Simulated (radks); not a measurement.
Results of a calculation; reference values are marked as such.
Question: Species: Pt II. Configuration: [Xe] 4f14 5d9. Code: a radial shooting solver on a logarithmic mesh with Libxc functionals. Model: scalar-relativistic Kohn-Sham, LDA (Slater exchange, VWN5 correlation), spin-polarised, spherical densities, finite nucleus; open shells are filled with parallel spins first (spin-orbit coupling, left out, can overturn this in heavy ions); Fermi nuclear charge, rms radius 5.427 fm; hard spherical wall at 7 bohr. Some entries of the table are withheld. Estimate them.

| orbital | occ. | eigenvalue (eV) | <1/r> (bohr^-1) | r(max) (bohr) |
|---|---|---|---|---|
| 1s up | 1 | -78341.41 | 93.83 | 0.01063 |
| 1s down | 1 | -78341.41 | 93.83 | 0.01063 |
| 2s up | 1 | -13771.75 | 22.00 | 0.06128 |
| 2s down | 1 | -13771.69 | 22.00 | 0.06128 |
| 2p up | 3 | -11945.48 | 19.66 | 0.05060 |
| 2p down | 3 | -11945.43 | 19.66 | 0.05060 |
| 3s up | 1 | -3240.872 | 8.153 | 0.1728 |
| 3s down | 1 | -3240.841 | 8.153 | 0.1728 |
| 3p up | 3 | -2708.767 | 7.461 | 0.1718 |
| 3p down | 3 | -2708.734 | 7.461 | 0.1718 |
| 3d up | 5 | -2129.478 | 7.030 | 0.1398 |
| 3d down | 5 | -2129.431 | 7.030 | 0.1398 |
| 4s up | 1 | -702.1851 | 3.492 | 0.3900 |
| 4s down | 1 | -702.1206 | 3.492 | 0.3900 |
| 4p up | 3 | -527.5350 | 3.157 | 0.4101 |
| 4p down | 3 | -527.4702 | 3.157 | 0.4101 |
| 4d up | 5 | -315.0409 | 2.826 | 0.4182 |
| 4d down | 5 | -314.9641 | 2.826 | 0.4182 |
| 5s up | 1 | -110.5977 | 1.420 | 0.8685 |
| 5s down | 1 | -110.1707 | 1.421 | 0.8679 |
| 4f up | 7 | -78.7806 | 2.389 | 0.3843 |
| 4f down | 7 | -78.6700 | 2.390 | 0.3843 |
| 5p up | 3 | -64.8398 | 1.201 | 0.9773 |
| 5p down | 3 | -64.3268 | 1.202 | 0.9764 |
| 5d up | 5 | (1) | 0.8040 | 1.263 |
| 5d down | 4 | (2) | 0.8014 | 1.262 |
| 6s up | 0 | -13.3512 | 0.4762 | 2.289 |
| 6s down | 0 | -13.0225 | 0.4720 | 2.302 |
| 6p up | 0 | -6.5995 | 0.3689 | 2.975 |
| 6p down | 0 | -6.4029 | 0.3653 | 3.003 |
| 5f up | 0 | 4.3242 | 0.2584 | 4.368 |
| 5f down | 0 | 4.4154 | 0.2566 | 4.390 |

Answer: 
(1) 5d up eigenvalue (eV): -14.8246
(2) 5d down eigenvalue (eV): -14.2819
